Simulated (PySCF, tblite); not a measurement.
A set of runs on `C#Cc1[c]ccc(=O)o1` [radical]; the geometry of each is named by its level. Settings lines and outputs come from a driver script.

Species: C₇H₃O₂ (doublet state).
Atom-mapped SMILES: `[CH:1]#[C:2][c:3]1[c:4][cH:5][cH:6][c:7](=[O:8])[o:9]1` (hydrogens: H10 on C1; H11 on C5; H12 on C6)

Step 1: GFN2-xTB geometry optimisation, gas phase (tblite 0.8.0) (from a force-field or distance-geometry start)
```json
{"job": {"kind": "relax", "xc": "GFN2-xTB", "basis": "xTB"}, "charge": 0, "multiplicity": 2}
```
```
step      E/eV     max force
  0    -665.13069    2.664
  1    -665.22339    3.167
  2    -665.28097    2.997
...
 26    -665.44949    0.019
 27    -665.44954    0.024
 28    -665.44957    0.027
 29    -665.44959    0.016
 30    -665.44960    0.008
```

Energy lowered by 7.4 kcal/mol over 30 steps; largest atomic force 0.008 eV/Å at the end. «max force» is the largest atomic force in eV/Å.

Time: 0.1 s wall. Hardware: one thread of an AMD EPYC 9R45, no GPU, shared host.

Step 2: GFN2-xTB harmonic vibrations, gas phase (tblite 0.8.0) (on the GFN2-xTB geometry)
```json
{"job": {"kind": "ir", "xc": "GFN2-xTB", "basis": "xTB"}, "charge": 0, "multiplicity": 2}
```
```
(table of modes left out)
```

30 modes from 106 to 3389 cm⁻¹ (unscaled, harmonic); zero-point energy 45.8 kcal/mol; all wavenumbers are real at this level.

On AMD EPYC 9R45, one thread, no GPU, on a shared host, this took 0.2 s wall.

Step 3: UKS B3LYP, pcH-1 on C H O, non-relativistic, mean-field spin-orbit, GIAO (PySCF 2.14.0) (on the GFN2-xTB geometry)
```json
{"job": {"kind": "epr", "basis": "pcH-1"}, "charge": 0, "multiplicity": 2}
```
```
...
E = -418.84051002 Eh   <S^2> = 0.7621 (exact 0.7500)
g shifts (ppm)      1          2          3
  rmc          -171       -171       -171
  gc             35         11          2
  oz_so        -720        210        754
  total        -856         51        585
hyperfine (MHz)  atom isotope    a_iso     a_fc   dipolar eigenvalues
    0   13C      -2.15      -2.15     -7.08      3.23      3.85
    1   13C      18.82      18.82     -3.08      0.66      2.42
    2   13C      42.90      42.90    -19.09      1.57     17.52
    3   13C     480.33     480.33    -80.27    -57.70    137.98
    4   13C      12.31      12.31    -11.39     -2.95     14.34
    5   13C      43.79      43.79     -7.21      1.02      6.19
    6   13C      -2.95      -2.95     -1.60     -0.16      1.75
    7   17O      -0.90      -0.90     -1.04      0.25      0.79
    8   17O      -2.48      -2.48    -22.58      9.12     13.47
    9    1H       2.47       2.47     -1.13     -0.21      1.34
   10    1H      50.48      50.48     -7.03     -5.75     12.78
   11    1H      10.96      10.96     -3.11     -2.85      5.95
```

⟨S²⟩ 0.762; g_iso 2.0022. rmc, gc and oz_so are the mass-correction, gauge-correction and orbital-Zeeman/spin–orbit parts of the g shift along its three principal axes; a_iso is the isotropic hyperfine coupling and a_fc its Fermi-contact part. The log counts atoms from 0, this text from 1.

The run took 33 s wall (with the writing of density and orbital grids) on one thread of an AMD EPYC 9R45, shared host with 96 logical CPUs at a one-minute load of 29, and the process peaked at 1.0 GiB of memory.

Geometry of the electronic-property runs (GFN2-xTB):
```
atom  x, y, z in Å
C1     2.6986    1.5027    1.4368
C2     1.7407    1.0160    0.8996
C3     0.6171    0.4328    0.2751
C4    -0.1202    1.0071   -0.6908
C5    -1.2211    0.3929   -1.2765
C6    -1.5553   -0.8520   -0.8387
C7    -0.7847   -1.5090    0.2009
O8    -1.0097   -2.6068    0.6436
O9     0.2853   -0.8111    0.7126
H10    3.5346    1.9380    1.8991
H11   -1.7896    0.8882   -2.0502
H12   -2.3945   -1.3996   -1.2375
```

 (This holds for the electronic-property runs.)

One conformer stands for the species.
